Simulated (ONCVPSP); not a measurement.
## Hardness and transferability of assorted potentials

Generated with ld1.x 7.5 (TM, RRKJ, ultrasoft, PAW), atompaw 4.2 or ONCVPSP 4.0.1. The cutoff is in Ry: for ld1.x and atompaw files where the sum of valence levels is converged to 10 mRy in a Bessel basis, for ONCV files where the hardest occupied wave has 1 mHa per electron of residual kinetic energy. The error is the largest all-electron minus pseudo excitation energy over each file’s own four to seven test configurations (ionisations up to +4, promotions, holes and added fractions of an electron), all of which were solved. The labels leave out finer settings (local radius, basis sizes, second energies), which also bear on the numbers. Spin-polarised tests are not counted. The rows are a selection from randomly drawn settings: files with unsolved tests, undetermined cutoffs or missed reference levels are left out.

A true bound ghost makes a file unfit for plane-wave use even where its test errors are small: the radial tests pick states by their node count and pass the ghost by.

| element | potential | cutoff (Ry) | largest error (meV) | bound ghosts |
| --- | --- | --- | --- | --- |
| F | ONCV, revPBE, scalar-relativistic, rc 0.65/1.15/1.00 (spd), local smoothed, core correction yes, reference 2s1.5 2p5.5, qcut 9.2/13.2/11.4, projectors 2/2/2 | 180 | +808 | none |
| Ti | ONCV, revPBE, scalar-relativistic, rc 3.30/3.10/2.40 (spd), local smoothed, core correction yes, reference 3d2 4s2, qcut 2.6/2.3/7.9, projectors 2/2/2 | 40 | -125 | none |
| In | ONCV, PBEsol, scalar-relativistic, rc 1.70/2.95 (sp), local smoothed, core correction yes, reference 5s2 5p0.5, qcut 3.7/2.8, projectors 2/1 | 12 | -201 | s |
| In | ONCV, PBE, scalar-relativistic, rc 1.45/0.95/1.50 (spd), local smoothed, core correction yes, reference 4s2 4p6 4d10 5s1, qcut 9.6/10.5/9.8, projectors 2/1/1 | 109 | -158 | none |
| Re | ONCV, PBE, scalar-relativistic, rc 1.85/1.85/2.35/1.00 (spdf), local smoothed, core correction yes, reference 4f14 5s2 5p6 5d5 6s2, qcut 6.6/8.1/5.4/17.4, projectors 2/1/2/1 | 266 | +150 | s |
| Hg | ONCV, PBE, fully relativistic, rc 1.25/1.50/1.75 (spd), local smoothed, core correction yes, reference 5s2 5p6 5d10 6s1.5, qcut 7.6/11.3/8.8, projectors 2/3/2 | 167 | -5.1 | none |
| Pb | ONCV, PBE, fully relativistic, rc 2.10/2.80/2.05 (spd), local smoothed, core correction yes, reference 5d10 6s1.75 6p2.25, qcut 2.7/2.3/11.7, projectors 1/2/2 | 59 | -23 | s |

Question: Fill in the row for Os: ONCV, PBEsol, fully relativistic, rc 1.60/1.50/2.30 (spd), local smoothed, core correction no, reference 5s2 5p6 5d6 6s2, qcut 7.7/11.4/7, projectors 2/2/2.

Answer: cutoff 78 Ry, largest error -0.7 meV, bound ghosts: none.

Question: Fill in the row for Pm: ONCV, PBE, fully relativistic, rc 2.55/2.50/2.60 (spd), local smoothed, core correction yes, reference 5s2 5p6 5d1 6s1 6p1, qcut 5.4/5.9/3.7, projectors 2/2/3.

Answer: cutoff 17 Ry, largest error -405 meV, bound ghosts: none.

Question: Fill in the row for Pd: ONCV, LDA (Perdew-Zunger), scalar-relativistic, rc 1.55/1.25/1.25 (spd), local d, core correction yes, reference 4s2 4p6 4d8, qcut 7.8/12.8/9.1, projectors 3/2/0.

Answer: cutoff 97 Ry, largest error +8.4 meV, bound ghosts: none.
